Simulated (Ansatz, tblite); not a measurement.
Removing and adding an electron: `COc1ccc(-c2cc(C)c(-c3cc(C)c(-c4cc(C)c(-c5cc(C)c(-c6ccc(C(F)=C(F)F)cc6)s5)s4)s3)s2)cc1`. Charge 0, multiplicity 1. Geometry: PBE-D4/def2-SVP. Ansatz, gas phase; energy differences of separate SCF runs; the oxidised species was run as a doublet alone; the reduced species was run as a doublet alone.

The xTB rows come from tblite. Single mean-field runs in def2-SVP are fitted with def2-universal-jkfit.

```json
{"level": "GFN1-xTB", "−HOMO (eV)": "10.19", "vertical IE (eV)": "11.57", "−LUMO (eV)": "8.71", "vertical EA (eV)": "7.39", "HOMO–LUMO gap (eV)": "1.48", "IE − EA (eV)": "4.19"}
{"level": "GFN2-xTB", "−HOMO (eV)": "9.47", "vertical IE (eV)": "10.84", "−LUMO (eV)": "8.04", "vertical EA (eV)": "6.74", "HOMO–LUMO gap (eV)": "1.43", "IE − EA (eV)": "4.10"}
{"level": "PBE0-D4/def2-SVP", "−HOMO (eV)": "4.99", "vertical IE (eV)": "5.92", "−LUMO (eV)": "2.16", "vertical EA (eV)": "1.33", "HOMO–LUMO gap (eV)": "2.83", "IE − EA (eV)": "4.59"}
```

Task: Estimate the rows for PBE-D4/def2-SVP, ωB97X-V/def2-SVP.

Result: 
| level | −HOMO (eV) | vertical IE (eV) | −LUMO (eV) | vertical EA (eV) | HOMO–LUMO gap (eV) | IE − EA (eV) | remarks |
| --- | --- | --- | --- | --- | --- | --- | --- |
| PBE-D4/def2-SVP | 4.23 | 5.59 | 2.63 | 1.41 | 1.60 | 4.18 | – |
| ωB97X-V/def2-SVP | 6.75 | 6.23 | 0.45 | 0.92 | 6.30 | 5.31 | spin-contaminated (⟨S²⟩ 0.88) (+1 doublet), spin-contaminated (⟨S²⟩ 0.89) (-1 doublet) |

   Raw xTB energy differences between charge states are shifted by several eV; the methods need an empirical correction for them. Sets without diffuse functions give affinities that are too small.
